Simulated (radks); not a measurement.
Values are calculated unless marked as measured or tabulated.
Problem. Ta XXI, configuration [Kr] 4d10 4f7 (the NIST ground configuration). Code: a radial shooting solver on a logarithmic mesh with Libxc functionals. Model: Dirac Kohn-Sham, relativistic LDA (MacDonald-Vosko exchange, VWN5 correlation), spin-unpolarised, spherical densities, finite nucleus; open shells fill j = l - 1/2 first; Fermi nuclear charge, rms radius 5.3507 fm. Some entries of the table are withheld. Estimate them.

orbital,occ.,eigenvalue (eV),r(max) (bohr)
1s1/2,2,-67330.73,0.01174
2s1/2,2,-12021.36,0.06733
2p1/2,2,-11525.09,0.05010
2p3/2,4,-10270.95,0.05681
3s1/2,2,-3170.603,0.1896
3p1/2,2,-2947.826,(1)
3p3/2,4,-2677.100,(2)
3d3/2,4,-2297.492,0.1498
3d5/2,6,-2238.222,0.1536
4s1/2,2,-1048.893,0.4259
4p1/2,2,-955.6992,(3)
4p3/2,4,-888.3015,(4)
4d3/2,4,(5),(6)
4d5/2,6,(7),(8)
4f5/2,6,-523.7046,0.4024
4f7/2,1,-520.7627,0.4059

Solution. 
(1) 3p1/2 r(max) (bohr): 0.1775
(2) 3p3/2 r(max) (bohr): 0.1913
(3) 4p1/2 r(max) (bohr): 0.4247
(4) 4p3/2 r(max) (bohr): 0.4520
(5) 4d3/2 eigenvalue (eV): -733.2278
(6) 4d3/2 r(max) (bohr): 0.4448
(7) 4d5/2 eigenvalue (eV): -720.0282
(8) 4d5/2 r(max) (bohr): 0.4531
